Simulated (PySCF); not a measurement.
# Where the electron goes

(H2Ga-mu-OH)2.
Geometry (PBE0-D3(BJ)/def2-SVP, Å), atoms numbered from 1 in this order:
```
atom  x, y, z in Å
Ga1   -0.6708   -1.1623    0.6514
H2     0.2676   -2.1816    1.3804
H3    -2.2303   -1.1966    0.5163
O4    -0.1523    0.6860    1.0608
Ga5    0.6979    1.1458   -0.6478
H6    -0.2355    2.1668   -1.3811
H7     2.2570    1.1779   -0.5079
O8     0.1732   -0.6998   -1.0599
H9    -0.8444    1.2783    1.3732
H10    0.8623   -1.2913   -1.3809
```

Theory: TDDFT wB97X-D/def2-SVPD, vertical, gas phase, core orbitals frozen in the response (PySCF 2.14.0, density-fitted response routines). The wB97X-D/def2-SVPD calculation is non-relativistic and has no spin–orbit coupling, an omission that weighs most on gallium.

Frontier orbitals with the atoms that hold most of them (Löwdin shares over 4%, at most four atoms; ? is withheld):

| orbital | ε (eV) | atoms |
| --- | --- | --- |
| HOMO-3 | -12.07 | O4 33%, O8 33%, Ga5 8%, Ga1 8% |
| HOMO-2 | -11.12 | O8 19%, O4 19%, Ga5 15%, Ga1 15% |
| HOMO-1 | -10.38 | Ga1 21%, Ga5 21%, H3 14%, H6 14% |
| HOMO | -9.87 | ? |
| LUMO | ? | ? |
| LUMO+1 | 1.38 | Ga5 36%, Ga1 36%, O4 5%, O8 5% |
| LUMO+2 | 1.89 | Ga1 39%, Ga5 39%, H3 4%, H2 4% |

(1) Which atoms hold the LUMO, and with what shares?

(2) Give the leading atoms of the HOMO.

(3) What is the LUMO energy, and the HOMO–LUMO gap?

Results:

(1) Ga1 (bonded to 2 O and 2 H) 22%; Ga5 (bonded to 2 O and 2 H) 22%; O8 (bonded to 2 Ga and H) 14%; O4 (bonded to 2 Ga and H) 14%. By element: gallium 44%, oxygen 29%.

(2) Ga5 (bonded to 2 O and 2 H) 15%; Ga1 (bonded to 2 O and 2 H) 15%; O8 (bonded to 2 Ga and H) 12%; O4 (bonded to 2 Ga and H) 12%. By element: gallium 31%, oxygen 24%.

(3) ε(LUMO) = 1.01 eV; the gap is 10.88 eV (0.3997 hartree).

**Question.** How does S1 compare with the orbital gap of 10.88 eV?

**Answer.** S1 is at 6.48 eV (f = 0.0000), 4.40 eV below the gap, made of HOMO→LUMO (88%), HOMO-1→LUMO+4 (8%). Without the coupling terms of the response equations the lowest excitation would equal the gap.

**Question.** One configuration dominates each of S1, S2 and S3. Which, and how do the shares of the two leading atoms of either orbital change from the occupied to the empty one?

**Answer.** 
- S1 (6.48 eV, f 0.0000), HOMO→LUMO (88%): Ga5 15% → 22%, Ga1 15% → 22%
- S2 (6.90 eV, f 0.0007), HOMO-1→LUMO (72%): Ga1 21% → 22%, Ga5 21% → 22%
- S3 (7.26 eV, f 0.061), HOMO→LUMO+1 (70%): Ga5 15% → 36%, Ga1 15% → 36%

One conformer stands for the species.
